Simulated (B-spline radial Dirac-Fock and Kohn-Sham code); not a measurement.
Ge⁶⁺: input and output of one calculation

ΔSCF core binding energies without Breit or QED terms, calculated with a B-spline atomic structure program. Keys: rel is the Hamiltonian (dirac, or spin-free x2c and nr, where L3 and M5 stand for the whole 2p and 3d shells), method is hf or an exchange,correlation pair (spin-unpolarised, also for the hole states), nuc the nuclear model, radius_factor scales its radius, rmax is the box in bohr, h the logarithmic mesh step, order the B-spline order, points the quadrature points per cell, c_factor scales the speed of light, and damp, ndamp, maxit and tol steer the iteration. The run stops when the commutator error falls below 10·tol·max(1, Z/10), or the numerical noise floor, and the energy has settled to about 1e-8 Ha; the virial ratio is −V/T.

Input (task.json):

```json
{"items": [{"Z": 32, "q": 6, "cfg": [[1, 0, 2], [2, 0, 2], [2, 1, 6], [3, 0, 2], [3, 1, 6], [3, 2, 8]], "A": 74, "rrms": 4.0742, "do": "settings", "holes": ["K", "L3", "M5"],
  "settings": [{"rel": "dirac", "method": "hf", "nuc": "fermi", "radius_factor": 0.8, "rmax": 45.0, "h": 0.3, "order": 8, "points": 10, "c_factor": 1.0, "maxit": 60, "damp": 0.5, "ndamp": 3, "tol": 1e-08}]}]}
```

Command: `python xray2_run.py task.json out`

Ground-state iterations:

```
iter   energy (Ha)        error
   1    -2062.43940136  1.53e+00
   2    -2079.99701739  9.67e-01
   3    -2085.76699081  2.54e-01
   4    -2086.28832877  6.72e-02
   5    -2086.31580529  3.46e-02
   6    -2086.32588158  1.76e-03
   7    -2086.32589680  5.10e-05
   8    -2086.32589681  4.65e-06
   9    -2086.32589681  3.12e-07
```

The ground state converged in 9 iterations, with total energy -2086.32590 Ha, virial ratio 1.97866 and highest orbital energy -149.02 eV. ΔSCF binding energies: K (1s) 11254.2 eV, L3 (2p3/2) 1347.7 eV. Holes are computed only in closed shells, and unreliable hole states are left out.
